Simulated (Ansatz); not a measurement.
Reaction (cleavage of the Si–Si bond): `F[Si]1([SiH3])[CH2][AlH]1` + `[OH][In]([OH])[Cl]` → `[OH][In]([Cl])[O][SiH3]` + `F[SiH]1[CH2][AlH]1`

Gas-phase electronic energies from Ansatz, PBE0-D4/def2-TZVP geometries. CBS: MP2 limit from def2 TZ/QZ plus the TZ coupled-cluster correction, frozen cores. DFT in def2-TZVPP. Elements past krypton have def2 core potentials. For In outer-core shells are correlated without core-valence functions, which leaves a few kJ/mol of doubt a bond. One conformer a species, not always the lowest.

| level | ΔE (kJ/mol) |
| --- | --- |
| PBE0-D4 | -71.0 |
| PBE | -61.4 |
| r2SCAN | -82.0 |
| HF/def2-TZVPP | -122.9 |
| MP2/def2-TZVPP | -98.3 |
| CCSD/def2-TZVPP | -97.6 |
| SCS-MP2/def2-QZVPP | -104.8 |
| MP2/CBS(def2) | -98.0 |

**Question.** What does CCSD(T)/CBS give? (Estimate.)

**Answer.** Ansatz gave: -92.7 kJ/mol. The listed levels differ from it by 21.7, 31.3, 10.7, -30.2, -5.6, -4.9, -12.1, -5.3 kJ/mol.

Largest T1 diagnostic among the species: 0.016.

From PBE to PBE0 (25 % exact exchange), in def2-TZVPP and without D4, ΔE moves by −11.4 kJ/mol. The D4 term adds +3.3 kJ/mol with B3LYP and +1.8 kJ/mol with PBE0; it sums over pairs of atoms, weighted by their polarisabilities, and B3LYP, whose exchange is more repulsive, gets the larger term. In def2-TZVPP, CCSD(T) changes the Hartree–Fock value by +29.8 kJ/mol (the triples alone add +4.6 kJ/mol) and MP2 by +24.5 kJ/mol.

B3LYP here is the variant with VWN-RPA as its local correlation; programs differ in this.
